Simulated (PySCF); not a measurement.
# Nb: excitation energy

Nb [Kr] 4d4 5s1 (6D) → Nb [Kr] 4d3 5s2 (4F), as a difference of total energies. Computed with PySCF 2.14 in def2-QZVPP with one added diffuse shell each of s, p, d, f, g type with the def2 core potential (28 electrons) (8s6p5d4f3g, 106 functions), with a scalar-relativistic core potential. Correlated levels: valence: 4s2 4p6 frozen; valence and next inner shell: nothing frozen outside the core potential. The calculations carry no spin-orbit coupling.

```tsv
method	excitation energy (eV)
UHF	0.710
LDA	0.682
PBE	0.780
PBE0	0.760
r2SCAN	0.921
BHandHLYP	0.124
PBEsol	0.876
MP2 (valence)	0.329
MP2 (valence and next inner shell)	0.439
SCS-MP2 (valence and next inner shell)	-0.132
```

Task: Estimate what wB97X gives.

Result: -0.432 eV, closest to SCS-MP2 (valence and next inner shell) among the rows shown.

Task: Estimate what SCS-MP2 (valence) gives.

Result: -0.345 eV, closest to SCS-MP2 (valence and next inner shell) among the rows shown.

Errors of the correlated levels include the incompleteness of this basis and the frozen core.

For comparison: 0.184 eV (measured; NIST levels, between the centres of gravity of the two terms).
